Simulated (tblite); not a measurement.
Compound: C5H10F2SeSi.
Atom-mapped SMILES: `[F:1][CH:2]([F:3])[C@@H:4]1[SiH2:5][CH2:6][CH2:7][CH2:8][Se:9]1` (hydrogens: H10 on C2; H11 on C4; H12, H13 on Si5; H14, H15 on C6; H16, H17 on C7; H18, H19 on C8)

Computed with GFN2-xTB (tblite), gas phase: L-BFGS steps from a force-field or distance-geometry start until the largest atomic force falls under 0.01 eV/Å.

The end geometry, which sets the zero of energy:
```
atom  x, y, z in Å
F1      3.4795    1.1250   -0.0303
C2      2.6958    0.0641   -0.3458
F3      3.3138   -1.0230    0.1908
C4      1.3077    0.2104    0.2048
Si5     0.2733   -1.3679   -0.0946
C6     -1.5045   -0.9567    0.4444
C7     -2.0787    0.2977   -0.2123
C8     -1.3080    1.5593    0.1418
Se9     0.4477    1.7201   -0.7387
H10     2.7196   -0.0493   -1.4403
H11     1.3778    0.4837    1.2612
H12     0.8266   -2.4512    0.7177
H13     0.3278   -1.6527   -1.5325
H14    -2.1477   -1.8038    0.2066
H15    -1.5436   -0.8348    1.5290
H16    -2.0957    0.1737   -1.2971
H17    -3.1128    0.4353    0.1190
H18    -1.8533    2.4477   -0.1843
H19    -1.1349    1.6315    1.2181
```

**Question.** These geometries come from the run, each turned onto the end geometry. Order them by energy, lowest first.
A.
```
atom  x, y, z in Å
F1      3.4263    1.1974   -0.1185
C2      2.7037    0.0550   -0.3145
F3      3.3210   -0.9568    0.3873
C4      1.2816    0.2346    0.1545
Si5     0.2640   -1.3381   -0.1325
C6     -1.4918   -0.9604    0.4444
C7     -2.0510    0.3086   -0.2090
C8     -1.2661    1.5713    0.1685
Se9     0.4280    1.7014   -0.8265
H10     2.7365   -0.2034   -1.3941
H11     1.2609    0.4691    1.2255
H12     0.8192   -2.4438    0.6379
H13     0.2482   -1.6444   -1.5596
H14    -2.1162   -1.8219    0.1803
H15    -1.4869   -0.8415    1.5376
H16    -2.0698    0.1901   -1.3042
H17    -3.0864    0.4337    0.1281
H18    -1.8644    2.4504   -0.1017
H19    -1.0663    1.6078    1.2540
```
B.
```
atom  x, y, z in Å
F1      3.4314    1.1780   -0.1151
C2      2.6900    0.0601   -0.3178
F3      3.3190   -0.9300    0.3731
C4      1.2795    0.2161    0.1698
Si5     0.2669   -1.3767   -0.1441
C6     -1.4938   -0.9596    0.4416
C7     -2.0684    0.3047   -0.1990
C8     -1.2851    1.5596    0.1576
Se9     0.4309    1.7155   -0.7922
H10     2.7547   -0.1902   -1.3892
H11     1.3018    0.5023    1.2253
H12     0.8381   -2.4644    0.6526
H13     0.2668   -1.6433   -1.5896
H14    -2.1417   -1.8023    0.2041
H15    -1.5152   -0.8483    1.5277
H16    -2.0781    0.1911   -1.2860
H17    -3.1041    0.4395    0.1306
H18    -1.8453    2.4558   -0.1173
H19    -1.0568    1.6013    1.2254
```
C.
```
atom  x, y, z in Å
F1      3.4311    1.2131   -0.1158
C2      2.7058    0.0519   -0.3279
F3      3.3289   -0.9740    0.3986
C4      1.2669    0.2391    0.1421
Si5     0.2615   -1.3240   -0.1273
C6     -1.4862   -0.9614    0.4382
C7     -2.0434    0.3085   -0.2176
C8     -1.2546    1.5744    0.1678
Se9     0.4288    1.6941   -0.8265
H10     2.7316   -0.2039   -1.3961
H11     1.2578    0.4663    1.2341
H12     0.8185   -2.4452    0.6375
H13     0.2472   -1.6451   -1.5588
H14    -2.1186   -1.8289    0.1760
H15    -1.4831   -0.8397    1.5479
H16    -2.0705    0.1891   -1.3070
H17    -3.0932    0.4330    0.1315
H18    -1.8710    2.4538   -0.1022
H19    -1.0673    1.6079    1.2629
```
D.
```
atom  x, y, z in Å
F1      3.4308    1.1828   -0.1005
C2      2.7009    0.0612   -0.3256
F3      3.3475   -0.9383    0.3324
C4      1.2983    0.2020    0.1870
Si5     0.2610   -1.3702   -0.1258
C6     -1.5107   -0.9590    0.4407
C7     -2.0846    0.3035   -0.2011
C8     -1.2911    1.5519    0.1466
Se9     0.4421    1.7000   -0.7810
H10     2.7604   -0.1619   -1.4017
H11     1.3415    0.4860    1.2428
H12     0.8336   -2.4717    0.6500
H13     0.3079   -1.6289   -1.5701
H14    -2.1627   -1.7996    0.2043
H15    -1.5360   -0.8430    1.5270
H16    -2.1185    0.1848   -1.2863
H17    -3.1104    0.4556    0.1503
H18    -1.8363    2.4500   -0.1496
H19    -1.0832    1.6040    1.2182
```
E.
```
atom  x, y, z in Å
F1      3.4274    1.1770   -0.1200
C2      2.6931    0.0578   -0.3130
F3      3.3144   -0.9323    0.3737
C4      1.2886    0.2196    0.1651
Si5     0.2659   -1.3554   -0.1391
C6     -1.4911   -0.9564    0.4431
C7     -2.0570    0.3049   -0.2014
C8     -1.2830    1.5604    0.1661
Se9     0.4269    1.7114   -0.8182
H10     2.7462   -0.1992   -1.3816
H11     1.2712    0.4813    1.2217
H12     0.8239   -2.4474    0.6428
H13     0.2517   -1.6440   -1.5679
H14    -2.1174   -1.8099    0.1906
H15    -1.4978   -0.8449    1.5269
H16    -2.0687    0.1925   -1.2904
H17    -3.0870    0.4373    0.1257
H18    -1.8539    2.4491   -0.1034
H19    -1.0630    1.6072    1.2367
```

**Answer.** D (0.005 eV), B (0.013 eV), E (0.036 eV), A (0.098 eV), C (0.221 eV).

In the order of the answer:

```csv
step,E above end (eV),largest force (eV/Å),rms force component (eV/Å),rms distance from end (Å),rms bond change (Å),bond most changed (Å)
20,0.005,0.04,0.016,0.063,0.001,Si5–C6 +0.002
8,0.013,0.10,0.031,0.080,0.002,C4–Se9 -0.004
3,0.036,0.32,0.098,0.086,0.006,Si5–C6 -0.009
1,0.098,0.77,0.222,0.090,0.010,C4–Se9 -0.017
0,0.221,1.55,0.464,0.093,0.022,C2–F3 +0.042
```

What follows is the cost of the whole relaxation. Hardware: an Arm Neoverse N1 with one thread (shared host). Cost: 0.99 s.
